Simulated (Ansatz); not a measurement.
Reaction (germylene formation by 1,1-elimination): `C[S][GeH]([CH3])[Cl]` → `CSC` + `[Cl][GeH]`

Program: Ansatz. Geometries: PBE0-D4/def2-TZVP. ΔE: electronic, gas phase. CCSD(T)/CBS adds triple-zeta CCSD(T) − MP2 to the extrapolated MP2 energy (def2 sets, frozen cores). For Ge outer-core shells are correlated without core-valence functions, which leaves a few kJ/mol of doubt a bond. Scalar relativity is left out up to krypton. Each species was taken in one conformer, which may not be the lowest.

`C[S][GeH]([CH3])[Cl]`:

Cartesian coordinates in Å:
```
C 0.971 -1.925 0.022
S 1.773 -0.321 -0.267
Ge -0.042 0.848 -0.745
C -1.107 1.282 0.818
Cl 0.673 2.700 -1.585
H 1.774 -2.642 0.194
H 0.330 -1.906 0.903
H 0.400 -2.248 -0.849
H -0.849 0.118 -1.837
H -0.494 1.837 1.527
H -1.964 1.889 0.525
H -1.464 0.366 1.292
```

`CSC`:

Z-matrix (Å, degrees):
```
C
S 1 1.795
H 1 1.090 2 107.2
H 1 1.092 2 111.2 3 118.7
H 1 1.092 2 111.2 3 -118.7
C 2 1.795 1 99.4 3 -180.0
H 6 1.092 2 111.2 1 61.3
H 6 1.090 2 107.2 1 -180.0
H 6 1.092 2 111.2 1 -61.3
```

`[Cl][GeH]`:

Cartesian coordinates in Å:
```
Cl -1.034 -0.327 1.152
Ge 0.707 -0.490 -0.155
H 0.327 0.817 -0.997
```

| species | HF/def2-SVP energy (Eh) |
| --- | --- |
| `C[S][GeH]([CH3])[Cl]` | -3011.69163 |
| `CSC` | -476.56855 |
| `[Cl][GeH]` | -2535.05258 |

(1) Work out ΔE.

(2) What do rigid-rotor, harmonic-oscillator terms from PBE0-D4/def2-TZVP frequencies (298.15 K, 1 bar) make of the CCSD(T)/CBS value? (Estimate.)

Largest T1 diagnostic among the species: 0.013.

## Answers

(1) ΔE = (-476.56855) + (-2535.05258) − (-3011.69163) = 0.07050 Eh = +185.1 kJ/mol. CCSD(T)/CBS gives +205.5 kJ/mol.

(2) The calculation gave: ΔZPE = -6.6 kJ/mol, ΔH = +199.1 kJ/mol, ΔS = 145 J/(mol·K), ΔG = +155.9 kJ/mol. Modes under 50 cm⁻¹ make the entropy rough.

The D4 term adds +19.0 kJ/mol with B3LYP and +10.8 kJ/mol with PBE0; it sums over pairs of atoms, weighted by their polarisabilities, and B3LYP, whose exchange is more repulsive, gets the larger term. From PBE to PBE0 (25 % exact exchange), in def2-TZVPP and without D4, ΔE moves by +17.5 kJ/mol.

B3LYP here is the variant with VWN-RPA as its local correlation; programs differ in this.
